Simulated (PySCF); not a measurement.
**InN at PBE**

Level: PBE. In def2-TZVPPD with ECP28, N def2-TZVPPD; scalar-relativistic core potentials (PySCF 2.14).

* state: ³Σ⁻ (triplet), unpaired electrons π ↑↑
* bond length: 224.4 pm
* harmonic wavenumber: 418 cm⁻¹
* force constant: 1.29 mdyn/Å
* rotational constant Be: 0.2683 cm⁻¹
* anharmonicity ωexe: 2.46 cm⁻¹
* vibration–rotation constant αe: 0.00229 cm⁻¹
* well depth De to In + N: 2.22 eV
* dissociation energy D0: 2.19 eV
* bond order (Mayer): 1.00
* dipole moment (positive dipole means In(−)N(+)): -2.48 D

These are scalar-relativistic numbers at best; spin–orbit coupling would shift them, the dissociation energy most. The state was picked by a PBE0 search and need not be the measured ground state.
